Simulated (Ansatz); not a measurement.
Consider the ligand exchange at the Si–N bond: `O[SiH2]N[Si](O)(Cl)Cl` + `F[Si](S)(Cl)Cl` → `O[SiH2]S[Si](F)(Cl)Cl` + `N[Si](O)(Cl)Cl`.

Gas-phase electronic energies from Ansatz, PBE0-D4/def2-TZVP geometries. CBS: MP2 limit from def2 TZ/QZ plus the TZ coupled-cluster correction, frozen cores. This one scheme is used for every species. DFT in def2-TZVPP. Each species was taken in one conformer, which may not be the lowest.

| level | ΔE (kcal/mol) |
| --- | --- |
| PBE0-D4 | -1.6 |
| CCSD(T)/def2-TZVPP | 1.0 |

Q: What does CCSD(T)/CBS give? (An estimate is asked.)

A: Ansatz gave: 0.0 kcal/mol. The listed levels differ from it by -1.6, 1.0 kcal/mol.

Largest T1 diagnostic among the species: 0.011.

In def2-TZVPP, CCSD(T) changes the Hartree–Fock value by −0.9 kcal/mol (the triples alone add −0.4 kcal/mol) and MP2 by −1.9 kcal/mol.
